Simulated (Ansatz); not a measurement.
Born–Oppenheimer molecular dynamics of BH$_{4}$NSe (7 atoms, charge 0, multiplicity 1). It goes on from the last frame of an earlier run, with new velocities.

Level of theory: RKS PBE0-D4/def2-SVP (Ansatz).

* ensemble: NVE (velocity Verlet)
* time step: 4 fs
* steps asked: 40
* starting velocities drawn for: 700 K
* seed: 633272

First frame:

```xyz
7
Properties=species:S:1:pos:R:3
N -0.992 0.466 -0.451
B 0.042 -0.028 0.331
Se 1.624 -0.743 -0.598
H -1.830 0.858 -0.063
H -1.021 0.484 -1.462
H -0.095 -0.038 1.529
H 2.307 -1.113 0.647
```

What does the run give?

The run went to its last step.

```json
{
  "steps done": "40",
  "time covered": "160 fs",
  "mean temperature over the second half": "1939175 K",
  "spread of the potential energy over the second half": "222.7 meV per atom",
  "mean potential energy of the second half above the start": "4309.0 meV per atom"
}
```

The conserved energy changed by up to 190000 meV per atom, so the integration failed: the time step of 4 fs is too long for the fastest motions that this run met, and the later frames carry no physical meaning.

What happens to the structure?

Parted: N1–B2 1.39 → 57.04 Å, N1–H4 1.00 → 698.58 Å, N1–H5 1.01 → 42.75 Å, B2–H6 1.21 → 229.86 Å, Se3–H7 1.47 → 2.41 Å. Joined: B2–H7 2.53 → 0.85 Å. It ends as BHSe + H + H + H + N. Pairs count as bonded within 1.25 times the sum of covalent radii (0.12 Å more for H–H). This is one draw of velocities; another would differ in detail.

How do temperature and energy run in time?


```
time (fs)    T (K)  potential energy less start (eV)  conserved less start (meV/atom)
      0.0      700                             0.000                             0.00
      4.0      565                             0.915                           118.28
      8.0   385309                            17.384                         37993.90
     12.0  1664451                            16.552                        155976.36
     16.0  1729952                            42.616                        165747.35
     20.0  1937063                            27.354                        182689.37
     24.0  1934938                            28.140                        182605.48
     28.0  1935149                            28.051                        182612.27
     32.0  1934734                            28.344                        182615.84
     36.0  1934340                            28.628                        182619.91
     40.0  1934921                            28.047                        182590.55
     44.0  1935638                            28.943                        182784.72
     48.0  1937644                            30.547                        183199.13
     52.0  1934829                            32.266                        183184.87
     56.0  1933676                            32.981                        183180.50
     60.0  1933321                            33.203                        183179.42
     64.0  1933565                            33.047                        183179.76
     68.0  1934512                            32.445                        183181.06
     72.0  1936474                            31.183                        183181.93
     76.0  1939671                            29.039                        183170.84
     80.0  1942436                            26.885                        183118.43
     84.0  1941693                            27.596                        183151.41
     88.0  1939114                            29.492                        183184.10
     92.0  1937797                            30.285                        183175.78
     96.0  1937087                            30.719                        183172.36
    100.0  1936315                            31.236                        183174.86
    104.0  1935740                            31.618                        183176.38
    108.0  1935679                            31.663                        183177.11
    112.0  1936416                            31.190                        183177.52
    116.0  1938160                            29.977                        183165.37
    120.0  1939180                            29.153                        183141.88
    124.0  1938987                            29.588                        183186.15
    128.0  1939993                            28.385                        183107.19
    132.0  1940333                            28.361                        183135.18
    136.0  1938220                            30.247                        183209.34
    140.0  1936370                            31.417                        183205.74
    144.0  1936013                            31.639                        183204.49
    148.0  1936966                            31.043                        183207.37
    152.0  1939254                            29.378                        183180.74
    156.0  1940746                            29.749                        183371.50
    160.0  1956171                            33.805                        185375.15
```

Run time: 2.2 min on 1 thread of Intel(R) Xeon(R) 6975P-C (Granite Rapids), on a shared host, peak memory 0.19 GiB.
